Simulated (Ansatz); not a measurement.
`C[SiH](F)CCl` + HCl → `ClCCl` + `C[SiH2]F`  (substitution at a C–Si bond)

Computed with Ansatz on PBE0-D4/def2-TZVP structures; ΔE is electronic, products minus reactants. CCSD(T)/CBS is the MP2 limit (def2-TZVPP, def2-QZVPP) plus CCSD(T) − MP2 in def2-TZVPP, frozen cores. This one scheme is used for every species. Functionals use def2-TZVPP. One conformer a species, not always the lowest.

`C[SiH](F)CCl`:

```xyz
11

C     1.155   -1.023    0.323
Si    0.359    0.639    0.155
F     1.216    1.534   -0.868
C    -1.373    0.515   -0.556
Cl   -2.366   -0.392    0.623
H     2.161   -0.930    0.738
H     1.229   -1.521   -0.647
H     0.567   -1.658    0.990
H     0.296    1.370    1.443
H    -1.405   -0.026   -1.503
H    -1.838    1.491   -0.698
```

HCl:

Cartesian coordinates in Å:
```
Cl -0.358 0.442 0.292
H 0.358 -0.442 -0.292
```

`ClCCl`:

Cartesian coordinates in Å:
```
Cl 0.901 -1.386 -0.336
C 0.038 0.126 -0.060
Cl -1.340 -0.059 1.022
H 0.729 0.832 0.391
H -0.328 0.486 -1.016
```

`C[SiH2]F`:

Cartesian coordinates in Å:
```
C 0.035 -0.925 0.336
Si -0.072 0.818 -0.286
F 1.360 1.269 -0.851
H 0.771 -1.010 1.139
H -0.935 -1.243 0.728
H 0.319 -1.611 -0.465
H -1.045 0.940 -1.401
H -0.435 1.762 0.801
```

| level | ΔE (eV) |
| --- | --- |
| PBE0-D4 | 0.76 |
| ωB97X-V | 0.75 |
| MP2/CBS(def2) | 0.78 |
| CCSD/CBS(def2) | 0.78 |

What does CCSD(T)/CBS give? (Estimate.)

Computed: +0.78 eV. The listed levels differ from it by -0.02, -0.03, 0.00, 0.00 eV.

Largest T1 diagnostic among the species: 0.010.

The D4 term adds +0.07 eV with B3LYP and +0.04 eV with PBE0; it sums over pairs of atoms, weighted by their polarisabilities, and B3LYP, whose exchange is more repulsive, gets the larger term. In def2-TZVPP, CCSD(T) changes the Hartree–Fock value by +0.10 eV (the triples alone add −0.00 eV) and MP2 by +0.10 eV. From PBE to PBE0 (25 % exact exchange), in def2-TZVPP and without D4, ΔE moves by +0.05 eV.

B3LYP here is the variant with VWN-RPA as its local correlation; programs differ in this.
